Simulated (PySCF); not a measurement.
## Heteronuclear NMR

Molfile (atoms numbered from 1):
```
C6H13NSi2
     RDKit          3D

 22 21  0  0  0  0  0  0  0  0999 V2000
    3.3531    0.5094    1.8267 C   0  0  0  0  0  0  0  0  0  0  0  0
    2.8117    0.6244    0.6160 C   0  0  0  0  0  0  0  0  0  0  0  0
    1.4483    0.2747    0.3160 C   0  0  0  0  0  0  0  0  0  0  0  0
    0.9145    0.3445   -0.9122 C   0  0  0  0  0  0  0  0  0  0  0  0
   -0.4439   -0.0406   -1.2466 C   0  0  0  0  0  0  0  0  0  0  0  0
   -0.8125   -0.2149   -2.5198 C   0  0  0  0  0  0  0  0  0  0  0  0
   -1.3366   -0.2751   -0.1790 N   0  0  0  0  0  0  0  0  0  0  0  0
   -1.9019    1.1022    0.7217 Si  0  0  0  0  0  4  0  0  0  0  0  0
   -2.0863   -1.8409   -0.0987 Si  0  0  0  0  0  4  0  0  0  0  0  0
    2.7838    0.1397    2.6639 H   0  0  0  0  0  0  0  0  0  0  0  0
    4.3777    0.7752    2.0219 H   0  0  0  0  0  0  0  0  0  0  0  0
    3.4058    0.9962   -0.2100 H   0  0  0  0  0  0  0  0  0  0  0  0
    0.8400   -0.0711    1.1412 H   0  0  0  0  0  0  0  0  0  0  0  0
    1.5266    0.6608   -1.7476 H   0  0  0  0  0  0  0  0  0  0  0  0
   -0.1180   -0.0753   -3.3293 H   0  0  0  0  0  0  0  0  0  0  0  0
   -1.8143   -0.5095   -2.7770 H   0  0  0  0  0  0  0  0  0  0  0  0
   -3.2037    1.5485    0.2101 H   0  0  0  0  0  0  0  0  0  0  0  0
   -2.0334    0.6701    2.1120 H   0  0  0  0  0  0  0  0  0  0  0  0
   -0.9140    2.1656    0.5600 H   0  0  0  0  0  0  0  0  0  0  0  0
   -3.3446   -1.9062   -0.8529 H   0  0  0  0  0  0  0  0  0  0  0  0
   -1.1094   -2.7770   -0.6505 H   0  0  0  0  0  0  0  0  0  0  0  0
   -2.3533   -2.0812    1.3179 H   0  0  0  0  0  0  0  0  0  0  0  0
  1  2  2  0
  2  3  1  0
  3  4  2  0
  4  5  1  0
  5  6  2  0
  5  7  1  0
  7  8  1  0
  7  9  1  0
  1 10  1  0
  1 11  1  0
  2 12  1  0
  3 13  1  0
  4 14  1  0
  6 15  1  0
  6 16  1  0
  8 17  1  0
  8 18  1  0
  8 19  1  0
  9 20  1  0
  9 21  1  0
  9 22  1  0
M  END
```

In vacuum, single conformer, equivalent nuclei averaged, non-relativistic Hamiltonian. Structure optimised with GFN2-xTB; GIAO PBE0/pcSseg-1 shieldings; PySCF 2.14.

Q: Where does ²⁹Si resonate?

A: 
```tsv
atoms	environment	σ (ppm)	δ (ppm)
Si8/Si9	silicon bonded to N, 3 H	397.6	-46.8
```

Shieldings were converted by a linear fit to measured shifts: ²⁹Si: δ = 279.94 − 0.822σ (rms 8.9 ppm, 72 shifts, 25.8 ppm with the 6 outliers that the fit left out vs TMS, solution or neat liquid). Occasional misses reach two or three times the rms, and more in compound classes unlike the fitted ones.

On a 300 MHz spectrometer ²⁹Si resonates near 59.6 MHz, so 1 ppm is 59.6 Hz.

Q: Where does ¹⁵N resonate?

A: 
| atoms | environment | σ (ppm) | δ (ppm) |
| --- | --- | --- | --- |
| N7 | enamine nitrogen | 233.2 | -363.0 |

Shieldings were converted by a linear fit to measured shifts: ¹⁵N: δ = -148.07 − 0.921σ (rms 6.3 ppm, 71 shifts vs CH3NO2, solution or neat liquid). Occasional misses reach two or three times the rms, and more in compound classes unlike the fitted ones.

On a 600 MHz spectrometer ¹⁵N resonates near 60.8 MHz, so 1 ppm is 60.8 Hz.
